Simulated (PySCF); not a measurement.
A geometry optimisation, step by step.

Species: C2H7BO.
Numbering: `[CH3:1][BH:2][O:3][CH3:4]` (hydrogens: H5, H6, H7 on C1; H8 on B2; H9, H10, H11 on C4)

Computed by this run: PBE0-D3(BJ)/def2-SVP geometry optimisation, gas phase in PySCF 2.14.0; density fitting, grid level 1; the optimiser is geomeTRIC in internal coordinates, started from a GFN2-xTB structure with every atom displaced at random (about 0.01 Å). The frame can shift and turn from step to step; on so coarse a grid that alone can change the energy by a few meV, and forces under 0.02 eV/Å are noise.

Step 0: E = -4903.1159 eV, largest atomic force 2.575 eV/Å
```
atom  x, y, z in Å  |  force x, y, z in eV/Å
C1     -1.885   -0.085   -0.041   -0.430   1.063  -0.496
B2     -0.353   -0.173   -0.315   -0.927  -0.217  -0.388
O3      0.453    0.215    0.650    2.277   0.468   1.109
C4      1.908    0.184    0.586   -2.298  -0.283   0.780
H5     -2.379   -1.044   -0.116   -0.264  -0.684  -0.069
H6     -2.393    0.565   -0.800    0.310  -0.351   0.205
H7     -2.120    0.359    0.931    0.044  -0.019   0.290
H8      0.086   -0.579   -1.347    0.305  -0.228  -0.569
H9      2.248   -0.472    1.395    0.162  -0.075  -0.012
H10     2.256    1.188    0.770    0.354   0.640   0.028
H11     2.215   -0.183   -0.373    0.468  -0.315  -0.876
```

Step 1: E = -4903.2263 eV, largest atomic force 0.641 eV/Å
```
atom  x, y, z in Å  |  force x, y, z in eV/Å
C1     -1.886   -0.347    0.196   -0.012   0.005   0.060
B2     -0.367   -0.261   -0.177    0.183  -0.016   0.144
O3      0.541    0.209    0.715   -0.461  -0.007  -0.445
C4      1.864    0.459    0.335    0.256   0.121  -0.205
H5     -2.287   -1.371    0.107    0.115  -0.020  -0.017
H6     -2.472    0.248   -0.525    0.031   0.041  -0.021
H7     -2.101    0.026    1.206   -0.006   0.011   0.067
H8      0.054   -0.595   -1.275   -0.089   0.039   0.010
H9      2.540   -0.071    1.012    0.189  -0.119   0.171
H10     2.083    1.541    0.423   -0.072  -0.172  -0.048
H11     2.077    0.129   -0.706   -0.133   0.118   0.283
```

Step 2: E = -4903.2387 eV, largest atomic force 0.441 eV/Å
```
atom  x, y, z in Å  |  force x, y, z in eV/Å
C1     -1.867   -0.348    0.206   -0.217  -0.014  -0.179
B2     -0.381   -0.235   -0.259    0.030   0.083   0.432
O3      0.500    0.250    0.644    0.172  -0.058  -0.264
C4      1.859    0.450    0.354    0.044   0.016  -0.027
H5     -2.237   -1.383    0.125    0.011  -0.020  -0.019
H6     -2.504    0.244   -0.475   -0.044  -0.014   0.014
H7     -2.028    0.008    1.235    0.059  -0.013  -0.029
H8      0.007   -0.552   -1.372    0.004   0.024   0.051
H9      2.482   -0.057    1.108   -0.061  -0.004  -0.004
H10     2.089    1.527    0.391    0.002  -0.016   0.004
H11     2.124    0.064   -0.646    0.001   0.015   0.021
```

Step 3: E = -4903.2460 eV, largest atomic force 0.198 eV/Å
```
atom  x, y, z in Å  |  force x, y, z in eV/Å
C1     -1.891   -0.355    0.201   -0.005   0.148   0.089
B2     -0.393   -0.196   -0.216    0.178  -0.024  -0.084
O3      0.520    0.291    0.648   -0.026  -0.044   0.135
C4      1.884    0.445    0.346   -0.117  -0.034   0.099
H5     -2.217   -1.402    0.092    0.029  -0.009  -0.008
H6     -2.529    0.228   -0.487    0.012  -0.024   0.028
H7     -2.087   -0.023    1.232   -0.027  -0.020  -0.013
H8     -0.009   -0.502   -1.330    0.015  -0.044  -0.075
H9      2.497   -0.056    1.117   -0.124   0.044  -0.086
H10     2.141    1.514    0.346    0.024   0.063   0.024
H11     2.128    0.023   -0.639    0.041  -0.055  -0.108
```

Step 4: E = -4903.2505 eV, largest atomic force 0.078 eV/Å
```
atom  x, y, z in Å  |  force x, y, z in eV/Å
C1     -1.885   -0.346    0.201   -0.004   0.035   0.005
B2     -0.383   -0.218   -0.220    0.032   0.007   0.011
O3      0.519    0.266    0.657   -0.070   0.006  -0.034
C4      1.874    0.449    0.345    0.019  -0.018   0.020
H5     -2.227   -1.390    0.102    0.010  -0.010  -0.004
H6     -2.516    0.238   -0.491    0.002  -0.005   0.005
H7     -2.076   -0.003    1.228   -0.002  -0.008   0.004
H8      0.007   -0.538   -1.331   -0.005  -0.007  -0.005
H9      2.490   -0.069    1.096    0.023  -0.002  -0.004
H10     2.121    1.522    0.379   -0.002  -0.003   0.005
H11     2.120    0.057   -0.656   -0.003   0.004  -0.002
```

Step 5: E = -4903.2508 eV, largest atomic force under 0.02 eV/Å
```
atom  x, y, z in Å  |  force x, y, z in eV/Å
C1     -1.885   -0.343    0.200   -0.005   0.018  -0.007
B2     -0.384   -0.215   -0.224    0.009  -0.008   0.014
O3      0.516    0.269    0.654   -0.001   0.009  -0.011
C4      1.874    0.446    0.347    0.000  -0.003   0.001
H5     -2.223   -1.389    0.102    0.004  -0.004  -0.003
H6     -2.519    0.238   -0.491   -0.004  -0.003   0.002
H7     -2.074   -0.001    1.228    0.001  -0.004   0.001
H8      0.005   -0.539   -1.335   -0.002   0.001   0.000
H9      2.489   -0.073    1.098   -0.001  -0.006   0.000
H10     2.123    1.519    0.384    0.001  -0.002   0.005
H11     2.121    0.056   -0.654   -0.001   0.003  -0.001
```

Q: Summarise the path.

A: The energy falls by 13.01 kJ/mol from step 0 to step 5; nine tenths of that is first reached at step 2. It falls at every step. The largest force goes from 2.575 to under 0.02 eV/Å. Among the bonds O3–C4 changes most, from 1.456 to 1.403 Å; the atoms move by 0.067 Å rms after alignment.

Q: Follow the three bonds and two angles with the largest change from start to end.

A: 
```csv
step,E above end (kJ/mol),largest force (eV/Å),O3–C4 (Å),B2–O3 (Å),C4–H11 (Å),H10–C4–H11 (°),H6–C1–H7 (°)
0,13.01,2.575,1.456,1.316,1.072,112.2,105.6
1,2.36,0.641,1.400,1.357,1.113,109.1,108.3
2,1.17,0.441,1.404,1.352,1.104,108.8,108.6
3,0.46,0.198,1.406,1.348,1.099,108.7,108.8
4,0.03,0.078,1.402,1.348,1.103,108.9,108.8
5,0.00,under 0.02,1.403,1.347,1.103,108.9,108.8
```

The cost below is that of the whole optimisation. The run took 24 s wall on Arm Neoverse N1, one thread, shared host with 64 logical CPUs at a one-minute load of 60, and the process peaked at 0.38 GiB of memory.
